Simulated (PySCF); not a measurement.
[VF5]2-: V(III) (d2), charge -2. The structure is a PBE0-D3(BJ)/def2-TZVP, IEF-PCM water geometry optimised for multiplicity 3; coordination trigonal bipyramidal, point group D3h, metal–donor distances 1.85–1.97 Å.

```
6

V     0.0000    0.0000    0.0000
F     0.0000    0.0000    1.9664
F     0.0000    0.0000   -1.9664
F     1.8498    0.0000    0.0000
F    -0.9249    1.6020    0.0000
F    -0.9249   -1.6020    0.0000
```

Method (PySCF 2.14, density fitting): CASSCF(2,5) with orbitals averaged over all microstates of the shell, strongly contracted NEVPT2 on the averaged canonical orbitals; basis x2c-TZVPall on the metal, x2c-SVPall elsewhere; spin-free X2C; IEF-PCM water; spin-orbit coupling by state interaction with the mean-field operator over all roots.

(1) What is the ground state?

(2) List the excited states of the same spin.

(3) Which is the lowest state of another spin?

(4) Give the fitted ligand-field and repulsion parameters.

(5) What are the magnetic parameters?

NEVPT2 lifts 3A1'' from 4973 to 5684 cm⁻¹; on the d shell alone such lifts tend to overshoot. NEVPT2 on the d shell alone tends to put d–d bands too high for such charged or covalently bound ions.

The job took 6.5 s on one thread of Arm Neoverse V1 (shared host), with 118 basis functions and a peak of 0.58 GiB, launched as `OMP_NUM_THREADS=1 python lf_run.py task.json out`.

Results:

(1) 3A2' (S = 1, orbital degeneracy 1), orbital occupations from the lowest 0.9 0.9 0.1 0.1 0.0, by NEVPT2.

(2) By NEVPT2: 3A1'' at 5684 cm⁻¹; 3A2'' at 5778 cm⁻¹; 3E'' at 8153 cm⁻¹ (1227 nm); 3A2' at 22669 cm⁻¹ (441 nm); 3E' at 22727 cm⁻¹ (440 nm); 3E'' at 24775 cm⁻¹ (404 nm). The strongest, at 5684 cm⁻¹, has f = 1.3e-04.

(3) 1E' at 12258 cm⁻¹ by NEVPT2; CASSCF alone puts it at 14286 cm⁻¹ above the same ground state.

(4) At CASSCF level (the NEVPT2 levels don't fit a ligand-field model well): orbital energies 0, 1, 6299, 6301, 15166 cm⁻¹; B = 972 cm⁻¹; C = 3708 cm⁻¹; B over its free-ion value at the same level 0.895; rms of the fit 102 cm⁻¹; ζ = 186 cm⁻¹ (free ion 209).

(5) The ground multiplet follows a spin Hamiltonian with S = 1, g = 1.888, 1.888, 2.001, D = 6.96 cm⁻¹, E/|D| = 0.00 (spin-orbit part alone); the lowest levels hold 100 % of the spin-free ground state. μeff is 2.80 μB at 300 K and 2.63 μB at 10 K; the spin-only value is 2.83 μB.
